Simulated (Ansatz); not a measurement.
Li₄Se₂⁺. The state is a doublet with charge 1. Geometry PBE-D4/def2-SVP.

| atom | x (Å) | y (Å) | z (Å) |
| --- | --- | --- | --- |
| Li1 | -3.881 | -1.278 | -1.106 |
| Li2 | 3.897 | 1.248 | 1.082 |
| Li3 | -0.578 | 1.181 | 0.688 |
| Li4 | 0.569 | -1.166 | -0.675 |
| Se5 | -1.767 | -0.567 | -0.488 |
| Se6 | 1.759 | 0.582 | 0.498 |

At PBE-D4/def2-TZVP, r2SCAN-D4/def2-TZVP, B97M-V/def2-TZVP, r2SCANh-D4/def2-TZVP an occupied level of the charge 1 doublet lies above an empty one (by up to 0.41 eV), so this SCF solution is probably not the lowest. At PBE-D4/def2-TZVP, r2SCAN-D4/def2-TZVP, B97M-V/def2-TZVP, r2SCANh-D4/def2-TZVP the gap within one spin of the charge 1 doublet nearly closes, so an electron or hole may be smeared out by delocalisation error. Another isomer (doublet) lies 0.97 eV lower at PBE0-D4/def2-TZVP; other spin states weren't run for this one.

**Question.** Estimate the α-spin orbital energies around the gap (eV) in Ansatz with PBE-D4/def2-TZVP, r2SCAN-D4/def2-TZVP, B97M-V/def2-TZVP, r2SCANh-D4/def2-TZVP, PBE0-D4/def2-TZVP.

**Answer.** 
```json
{"orbital": "HOMO−9", "PBE-D4/def2-TZVP": "-53.73", "r2SCAN-D4/def2-TZVP": "-55.28", "B97M-V/def2-TZVP": "-56.38", "r2SCANh-D4/def2-TZVP": "-56.74", "PBE0-D4/def2-TZVP": "-57.80"}
{"orbital": "HOMO−8", "PBE-D4/def2-TZVP": "-53.71", "r2SCAN-D4/def2-TZVP": "-55.27", "B97M-V/def2-TZVP": "-56.38", "r2SCANh-D4/def2-TZVP": "-56.73", "PBE0-D4/def2-TZVP": "-57.79"}
{"orbital": "HOMO−7", "PBE-D4/def2-TZVP": "-18.37", "r2SCAN-D4/def2-TZVP": "-18.96", "B97M-V/def2-TZVP": "-19.04", "r2SCANh-D4/def2-TZVP": "-19.70", "PBE0-D4/def2-TZVP": "-20.41"}
{"orbital": "HOMO−6", "PBE-D4/def2-TZVP": "-18.21", "r2SCAN-D4/def2-TZVP": "-18.79", "B97M-V/def2-TZVP": "-18.88", "r2SCANh-D4/def2-TZVP": "-19.52", "PBE0-D4/def2-TZVP": "-20.22"}
{"orbital": "HOMO−5", "PBE-D4/def2-TZVP": "-9.92", "r2SCAN-D4/def2-TZVP": "-10.10", "B97M-V/def2-TZVP": "-10.14", "r2SCANh-D4/def2-TZVP": "-10.56", "PBE0-D4/def2-TZVP": "-11.12"}
{"orbital": "HOMO−4", "PBE-D4/def2-TZVP": "-8.87", "r2SCAN-D4/def2-TZVP": "-9.06", "B97M-V/def2-TZVP": "-9.12", "r2SCANh-D4/def2-TZVP": "-9.49", "PBE0-D4/def2-TZVP": "-9.95"}
{"orbital": "HOMO−3", "PBE-D4/def2-TZVP": "-8.80", "r2SCAN-D4/def2-TZVP": "-9.02", "B97M-V/def2-TZVP": "-8.99", "r2SCANh-D4/def2-TZVP": "-9.43", "PBE0-D4/def2-TZVP": "-9.94"}
{"orbital": "HOMO−2", "PBE-D4/def2-TZVP": "-8.66", "r2SCAN-D4/def2-TZVP": "-8.84", "B97M-V/def2-TZVP": "-8.85", "r2SCANh-D4/def2-TZVP": "-9.25", "PBE0-D4/def2-TZVP": "-9.74"}
{"orbital": "HOMO−1", "PBE-D4/def2-TZVP": "-8.65", "r2SCAN-D4/def2-TZVP": "-8.83", "B97M-V/def2-TZVP": "-8.83", "r2SCANh-D4/def2-TZVP": "-9.23", "PBE0-D4/def2-TZVP": "-9.73"}
{"orbital": "HOMO", "PBE-D4/def2-TZVP": "-8.44", "r2SCAN-D4/def2-TZVP": "-8.70", "B97M-V/def2-TZVP": "-8.63", "r2SCANh-D4/def2-TZVP": "-9.12", "PBE0-D4/def2-TZVP": "-9.56"}
{"orbital": "LUMO", "PBE-D4/def2-TZVP": "-4.51", "r2SCAN-D4/def2-TZVP": "-3.70", "B97M-V/def2-TZVP": "-4.30", "r2SCANh-D4/def2-TZVP": "-3.59", "PBE0-D4/def2-TZVP": "-3.95"}
{"orbital": "LUMO+1", "PBE-D4/def2-TZVP": "-4.36", "r2SCAN-D4/def2-TZVP": "-3.47", "B97M-V/def2-TZVP": "-4.13", "r2SCANh-D4/def2-TZVP": "-3.38", "PBE0-D4/def2-TZVP": "-3.81"}
{"orbital": "LUMO+2", "PBE-D4/def2-TZVP": "-3.74", "r2SCAN-D4/def2-TZVP": "-2.96", "B97M-V/def2-TZVP": "-3.53", "r2SCANh-D4/def2-TZVP": "-2.85", "PBE0-D4/def2-TZVP": "-3.15"}
{"orbital": "LUMO+3", "PBE-D4/def2-TZVP": "-3.13", "r2SCAN-D4/def2-TZVP": "-2.41", "B97M-V/def2-TZVP": "-2.94", "r2SCANh-D4/def2-TZVP": "-2.26", "PBE0-D4/def2-TZVP": "-2.55"}
{"orbital": "LUMO+4", "PBE-D4/def2-TZVP": "-3.11", "r2SCAN-D4/def2-TZVP": "-2.38", "B97M-V/def2-TZVP": "-2.85", "r2SCANh-D4/def2-TZVP": "-2.26", "PBE0-D4/def2-TZVP": "-2.47"}
{"orbital": "LUMO+5", "PBE-D4/def2-TZVP": "-2.86", "r2SCAN-D4/def2-TZVP": "-2.08", "B97M-V/def2-TZVP": "-2.65", "r2SCANh-D4/def2-TZVP": "-1.96", "PBE0-D4/def2-TZVP": "-2.27"}
{"orbital": "β HOMO", "PBE-D4/def2-TZVP": "-7.79", "r2SCAN-D4/def2-TZVP": "-7.78", "B97M-V/def2-TZVP": "-7.56", "r2SCANh-D4/def2-TZVP": "-7.92", "PBE0-D4/def2-TZVP": "-8.14"}
{"orbital": "β LUMO", "PBE-D4/def2-TZVP": "-8.18", "r2SCAN-D4/def2-TZVP": "-8.16", "B97M-V/def2-TZVP": "-7.97", "r2SCANh-D4/def2-TZVP": "-7.97", "PBE0-D4/def2-TZVP": "-7.68"}
```
